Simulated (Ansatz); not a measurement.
Reaction (redistribution): `S[SiH](S)Cl` + `N=C1[SiH2]S1` → `S[SiH2]S` + `N=C1S[SiH]1Cl`

Gas-phase electronic energies from Ansatz, PBE0-D4/def2-TZVP geometries. CCSD(T)/CBS adds triple-zeta CCSD(T) − MP2 to the extrapolated MP2 energy (def2 sets, frozen cores). DFT in def2-TZVPP. Each species was taken in one conformer, which may not be the lowest.

```json
{"species": "`S[SiH](S)Cl`", "PBE energy (Eh)": "-1547.36316"}
{"species": "`N=C1[SiH2]S1`", "PBE energy (Eh)": "-781.95032"}
{"species": "`S[SiH2]S`", "PBE energy (Eh)": "-1087.87289"}
{"species": "`N=C1S[SiH]1Cl`", "PBE energy (Eh)": "-1241.43822"}
```

Work out ΔE.

ΔE = (-1087.87289) + (-1241.43822) − (-1547.36316) − (-781.95032) = 0.00237 Eh = +6.2 kJ/mol. CCSD(T)/CBS gives +7.6 kJ/mol.

Largest T1 diagnostic among the species: 0.017.

In def2-TZVPP, CCSD(T) changes the Hartree–Fock value by +3.0 kJ/mol (the triples alone add +0.8 kJ/mol) and MP2 by +3.9 kJ/mol. Leaving LDA and LC-ωPBE aside and taking each functional with its dispersion term where it has one, the values, not all of them listed here, spread over 2.8 kJ/mol, from ωB97X-V to revPBE-D4.
